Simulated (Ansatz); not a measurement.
Consider the ligand exchange at a Ga–Cl bond: `[Cl][Ga]([Cl])[Cl]` + NH₃ → `[NH2][Ga]([Cl])[Cl]` + HCl.

Computed with Ansatz on PBE0-D4/def2-TZVP structures; ΔE is electronic, products minus reactants. CCSD(T)/CBS adds triple-zeta CCSD(T) − MP2 to the extrapolated MP2 energy (def2 sets, frozen cores). This one scheme is used for every species. Functionals use def2-TZVPP. For Ga outer-core shells are correlated without core-valence functions, which leaves a few kJ/mol of doubt a bond. Scalar relativity is left out up to krypton. Each species was taken in one conformer, which may not be the lowest.

| level | ΔE (eV) |
| --- | --- |
| CAM-B3LYP-D4 | 0.64 |
| ωB97X-V | 0.67 |
| HF/def2-TZVPP | 0.77 |
| MP2/def2-TZVPP | 0.65 |

Q: What does CCSD(T)/CBS give? (Estimate.)

A: The calculation gave: +0.63 eV. The listed levels differ from it by 0.01, 0.04, 0.14, 0.02 eV.

Q: What do rigid-rotor, harmonic-oscillator terms from PBE0-D4/def2-TZVP frequencies (298.15 K, 1 bar) make of the CCSD(T)/CBS value? (Best estimate.)

A: Computed: ΔZPE = -0.10 eV, ΔH = +0.54 eV, ΔS = 18 J/(mol·K), ΔG = +0.48 eV. Modes under 50 cm⁻¹ make the entropy rough.

Largest T1 diagnostic among the species: 0.011.

At CCSD(T), def2-SVP lies +0.04 eV from the extrapolated value and def2-TZVPP +0.01 eV. In def2-TZVPP, CCSD(T) changes the Hartree–Fock value by −0.14 eV (the triples alone add −0.00 eV) and MP2 by −0.13 eV. Leaving LDA and LC-ωPBE aside and taking each functional with its dispersion term where it has one, the values, not all of them listed here, spread over 0.12 eV, from CAM-B3LYP-D4 to B97M-V. LDA lies −0.11 eV from PBE without D4.
